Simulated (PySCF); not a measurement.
Excitation energy of I by level of theory

I [Kr] 4d10 5s2 5p5 (2P) → I [Kr] 4d10 5s1 5p6 (2S), as a difference of total energies. All numbers are calculated (PySCF 2.14, a scalar-relativistic core potential, in aug-cc-pVTZ-PP with one added diffuse shell each of d, f type with ECP28MDF (6s5p5d3f, 67 functions)). Correlated levels: valence: 4s2 4p6 4d10 frozen. The calculations carry no spin-orbit coupling.

```csv
method,excitation energy (cm⁻¹)
UHF,102650
MP2 (valence),88324
SCS-MP2 (valence),86719
CCSD (valence),76196
CCSD(T) (valence),65466
```

The upper state lies above the first ionisation limit, where it may autoionise and the basis confines it.

The coupled-cluster amplitudes are large for the upper state (T1 above 0.03 or a double amplitude above 0.15), so a single reference is strained.
